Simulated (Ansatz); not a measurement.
Born–Oppenheimer molecular dynamics of C3H11B (15 atoms, charge 0, multiplicity 1). It starts from a rough guess of a transition structure, not a stationary point.

All numbers below come from UKS B3LYP-D4/6-31G in Ansatz.

```
ensemble                      : NVE (velocity Verlet)
time step                     : 0.5 fs
steps asked                   : 150
starting velocities drawn for : 600 K
seed                          : 910683
```

First frame:

```xyz
15
Properties=species:S:1:pos:R:3
B -0.107 0.305 -0.025
C 1.310 -0.761 0.509
C -0.266 0.287 -1.617
C -1.360 0.121 0.951
H 1.024 0.615 0.475
H 0.674 1.534 0.390
H 0.964 -1.764 0.265
H 2.239 -0.618 -0.043
H 1.511 -0.756 1.579
H -0.969 1.038 -1.968
H -0.642 -0.674 -1.964
H 0.675 0.464 -2.134
H -1.826 -0.854 0.818
H -1.090 0.202 2.002
H -2.136 0.861 0.764
```

Task: How far do the bonds stretch over the last three quarters of this one trajectory? (Pairs bonded in most of those frames.)

Result: 
```tsv
bond	mean (Å)	spread (Å)	shortest	longest
B1–C3	1.586	0.031	1.52	1.64
B1–C4	1.578	0.041	1.52	1.66
B1–H6	1.212	0.029	1.16	1.26
C2–H5	1.152	0.136	0.92	1.36
C2–H7	1.092	0.022	1.05	1.14
C2–H8	1.109	0.063	1.01	1.21
C2–H9	1.097	0.028	1.04	1.16
C3–H10	1.105	0.018	1.07	1.14
C3–H11	1.100	0.012	1.08	1.12
C3–H12	1.106	0.037	1.05	1.17
C4–H13	1.112	0.020	1.08	1.15
C4–H14	1.100	0.019	1.07	1.13
C4–H15	1.114	0.042	1.04	1.19
```

Mean temperature of the second half: 1176 K. The conserved energy stayed within 0.68 meV per atom of its start (net change -0.12 meV per atom), so the integration is sound. The system heated up, since it started high on the potential surface and ran downhill. A run of 0.075 ps of so small a system gives no equilibrium averages. The orbitals stay closed-shell, which can raise the energy where a bond breaks towards radicals; this wasn't checked here. Limits of this set-up: no polarisation functions.

Run time: 8.4 min on 1 thread of AMD EPYC 7B13 (Zen 3), on a shared host, peak memory 0.19 GiB.
